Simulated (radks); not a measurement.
The numbers below are computed, except where a source is named.
Question: These are the eigenvalues of the occupied orbitals of an atom or ion with whole-number occupations (hartree). Code: a radial shooting solver on a logarithmic mesh with Libxc functionals. Model: Dirac Kohn-Sham, LDA (Slater exchange, Perdew-Wang correlation), spin-unpolarised, spherical densities, point nucleus.

1s1/2: -161.7068
2s1/2: -17.94802
2p1/2: -14.94128
2p3/2: -14.77111
3s1/2: -2.57815
3p1/2: -1.81220
3p3/2: -1.79311
3d3/2: -0.66706
3d5/2: -0.66571

Which element is it, and in what charge state? The configuration may be excited. Open shells, if any, are shared by 2j + 1.

Answer: Z = 21, scandium, charge +2: Sc2+ in [Ar] 3d1. The list shows which subshells hold electrons but not how many an open one holds; the 1s level, -161.71 hartree, gives Z - s = 18.0 by -(Z - s)^2/2, which with screening and relativity narrows Z to a few neighbours, and the depths of the outer levels then fix element, charge and occupations together.
